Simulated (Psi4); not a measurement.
Computed with SAPT0/jun-cc-pVDZ, frozen core in Psi4.

Psi4 input:

```
molecule {
0 1
Si -1.16915826 0.02577645 0.07980735
Si 1.16915862 -0.02577556 -0.07980538
H -1.77436964 0.14600950 -1.26899940
H -1.60351354 1.18342287 0.89907816
H -1.66908921 -1.21815028 0.71442073
H 1.66831441 1.21339725 -0.72425296
H 1.60398712 -1.18958514 -0.89004375
H 1.77467050 -0.13509508 1.26979524
--
-1 1
Cl -0.37130053 -0.23718495 3.17448662
units angstrom
symmetry c1
no_reorient
no_com
}
set basis jun-cc-pvdz
set scf_type df
set freeze_core true
energy('sapt0')
```

Part of the output:

```
    SAPT Results
  --------------------------------------------------------------------------------------------------------
    Electrostatics                -21.83179397 [mEh]     -13.69965754 [kcal/mol]     -57.31936717 [kJ/mol]
      Elst10,r                    -21.83179397 [mEh]     -13.69965754 [kcal/mol]     -57.31936717 [kJ/mol]

    Exchange                       33.92894030 [mEh]      21.29073147 [kcal/mol]      89.08042049 [kJ/mol]
      Exch10                       33.92894030 [mEh]      21.29073147 [kcal/mol]      89.08042049 [kJ/mol]
      Exch10(S^2)                  33.47273784 [mEh]      21.00446011 [kcal/mol]      87.88266109 [kJ/mol]

    Induction                     -14.60933301 [mEh]      -9.16749487 [kcal/mol]     -38.35679854 [kJ/mol]
      Ind20,r                     -37.74654805 [mEh]     -23.68631650 [kcal/mol]     -99.10354825 [kJ/mol]
      Exch-Ind20,r                 25.80703447 [mEh]      16.19415862 [kcal/mol]      67.75635966 [kJ/mol]
      delta HF,r (2)               -2.66981943 [mEh]      -1.67533699 [kcal/mol]      -7.00960995 [kJ/mol]

    Dispersion                     -6.61384313 [mEh]      -4.15024922 [kcal/mol]     -17.36464274 [kJ/mol]
      Disp20                       -9.44685917 [mEh]      -5.92799363 [kcal/mol]     -24.80272535 [kJ/mol]
      Exch-Disp20                   2.83301605 [mEh]       1.77774441 [kcal/mol]       7.43808261 [kJ/mol]
      Disp20 (SS)                  -4.72342959 [mEh]      -2.96399681 [kcal/mol]     -12.40136267 [kJ/mol]
      Disp20 (OS)                  -4.72342959 [mEh]      -2.96399681 [kcal/mol]     -12.40136267 [kJ/mol]
      Exch-Disp20 (SS)              1.52343058 [mEh]       0.95596712 [kcal/mol]       3.99976644 [kJ/mol]
      Exch-Disp20 (OS)              1.30958547 [mEh]       0.82177729 [kcal/mol]       3.43831617 [kJ/mol]

  Total HF                         -2.51218668 [mEh]      -1.57642094 [kcal/mol]      -6.59574521 [kJ/mol]
  Total SAPT0                      -9.12602981 [mEh]      -5.72667016 [kcal/mol]     -23.96038795 [kJ/mol]
```
